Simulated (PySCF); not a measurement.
NICS in isomers of C9H10.

NICS is the negative of the GIAO shielding at a point without a nucleus: at the ring centre (0) and 1 Å above and below it (1); zz is the component along the ring normal. Level: GIAO PBE0/pcSseg-1 (PySCF, non-relativistic, gas phase) on the GFN2-xTB geometries, one conformer each. Atom numbers follow the mapped SMILES.

Question: Order these rings by mean NICS(1)zz, lowest (most negative) first (ppm).
A. ring C4–C5–C6–C9 in `[CH2:1]=[C:2]([CH3:3])[C:4]1=[CH:5][C@@H:6]2[CH:7]=[CH:8][C@H:9]12`
B. ring C5–C6–C7–C8 in `[CH:1]#[C:2]/[C:3]([CH3:4])=[C:5]1/[CH2:6][CH2:7][C:8]1=[CH2:9]`
C. ring C5–C6–C7–C8 in `[CH2:1]=[CH:2][CH2:3]/[CH:4]=[C:5]1/[CH:6]=[CH:7][C:8]1=[CH2:9]`
D. ring C4–C5–C6–C7–C8–C9 in `[CH2:1]=[C:2]([CH3:3])[c:4]1[cH:5][cH:6][cH:7][cH:8][cH:9]1`

Answer: D (-28.0), A (-2.0), B (1.9), C (4.1).

```json
{"SMILES": "C=C(C)c1ccccc1", "ring": "6-membered carbocycle; formal bonds all aromatic", "NICS(0)": "-8.3", "NICS(1)": "-11.1", "NICS(1)zz": "-28.0", "HOMA": "0.99", "rms pucker (Å)": "0.00", "ring atoms with four or more neighbours": "0"}
{"SMILES": "C=C(C)C1=C[C@@H]2C=C[C@H]12", "ring": "4-membered carbocycle; formal bonds 1 double, 3 single", "NICS(0)": "-2.4", "NICS(1)": "-2.5", "NICS(1)zz": "-2.0", "HOMA": "–", "rms pucker (Å)": "0.00", "ring atoms with four or more neighbours": "2"}
{"SMILES": "C#C/C(C)=C1/CCC1=C", "ring": "4-membered carbocycle; formal bonds all single", "NICS(0)": "3.6", "NICS(1)": "-1.2", "NICS(1)zz": "1.9", "HOMA": "–", "rms pucker (Å)": "0.00", "ring atoms with four or more neighbours": "2"}
{"SMILES": "C=CC/C=C1/C=CC1=C", "ring": "4-membered carbocycle; formal bonds 1 double, 3 single", "NICS(0)": "5.3", "NICS(1)": "-2.0", "NICS(1)zz": "4.1", "HOMA": "-0.83", "rms pucker (Å)": "0.00", "ring atoms with four or more neighbours": "0"}
```

NICS(0) gives the same order. The isotropic NICS(1) gives another order. HOMA uses Krygowski's 1993 parameters; it is left out where a ring has a four-coordinate atom, a triple bond, no multiple bond or a kind of bond without parameters. NICS(1) and NICS(1)zz are means over the two faces.
